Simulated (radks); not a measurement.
The numbers below are computed, except where a source is named.
Q: These are the eigenvalues of the occupied orbitals of an atom or ion with whole-number occupations (eV). Code: a radial shooting solver on a logarithmic mesh with Libxc functionals. Model: Dirac Kohn-Sham, BLYP, spin-unpolarised, spherical densities, finite nucleus; Fermi nuclear charge, rms radius of each element as measured or else 0.836 A^(1/3) + 0.57 fm.

1s1/2: -73292.15
2s1/2: -14150.77
2p1/2: -13621.36
2p3/2: -12180.19
3s1/2: -4564.050
3p1/2: -4331.691
3p3/2: -4009.560
3d3/2: -3625.876
3d5/2: -3555.297
4s1/2: -2088.676
4p1/2: -1988.946
4p3/2: -1887.537

Which element is it, and in what charge state? The configuration may be excited. Open shells, if any, fill j = l - 1/2 first.

A: Z = 75, rhenium, charge +39: Re39+ in [Kr]. The list shows which subshells hold electrons but not how many an open one holds; the 1s level, -2693.4 hartree, gives Z - s = 73.4 by -(Z - s)^2/2, which with screening and relativity narrows Z to a few neighbours, and the depths of the outer levels then fix element, charge and occupations together.
